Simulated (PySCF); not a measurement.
3,3-difluoropent-1-en-4-yne (C5H4F2), SMILES C#CC(F)(F)C=C. Atoms are numbered in the order given.

```xyz
11

C      1.1057     2.1517     0.0000
C      0.3949     1.1598     0.0000
C     -0.4566    -0.0409     0.0000
F     -1.2894    -0.0051    -1.1021
F     -1.2894    -0.0051     1.1021
C      0.2747    -1.3582     0.0000
C      1.6065    -1.5088     0.0000
H      1.7262     3.0378     0.0000
H     -0.4125    -2.2211     0.0000
H      2.2797    -0.6366     0.0000
H      2.0645    -2.5091     0.0000
```

The structure is a stationary point at PBE-D3(BJ)/def2-SVP. One conformer was computed; it need not be the lowest.

Level of theory: PBE-D3(BJ)/def2-SVP (PySCF).

No scaling factor is applied to the harmonic values.

**Question.** Estimate the vibrational spectrum. (Estimate from the structure and the level; the computed values follow.)

**Answer.** 
```
mode  ν (cm⁻¹)  IR (km/mol)  moving atoms (share of kinetic energy)
----  --------  -----------  --------------------------------------
1           91          0.2                  C 46 %, H 31 %, F 23 %
2          145          1.5                  C 71 %, H 19 %, F 11 %
3          183          1.3                  F 45 %, C 44 %, H 11 %
4          310          1.7                  H 42 %, F 41 %, C 17 %
5          311          1.9                  C 69 %, H 20 %, F 11 %
6          418          6.5                   F 56 %, C 36 %, H 9 %
7          487         10.2                          C 58 %, F 37 %
8          529          1.0                  C 63 %, F 23 %, H 14 %
9          601          6.4                  C 63 %, F 20 %, H 17 %
10         682         30.3                          H 78 %, C 22 %
11         685         28.8                          H 76 %, C 23 %
12         695          0.2                  C 39 %, H 38 %, F 23 %
13         715          0.9                          F 50 %, C 42 %
14         935         31.0                          H 73 %, C 27 %
15         961         32.9                          H 67 %, C 31 %
16         978         29.2                          H 89 %, C 11 %
17        1040        201.3                          C 74 %, F 23 %
18        1103        179.8                  C 73 %, F 17 %, H 10 %
19        1235         96.0                          C 84 %, H 15 %
20        1261         45.3                          H 68 %, C 31 %
21        1374         31.3                          H 83 %, C 17 %
22        1680          0.5                          C 89 %, H 10 %
23        2175         23.3                           C 91 %, H 9 %
24        3082          2.1                                  H 95 %
25        3111          0.9                           H 91 %, C 9 %
26        3185          1.2                          H 89 %, C 11 %
27        3403         61.4                          H 85 %, C 15 %
```
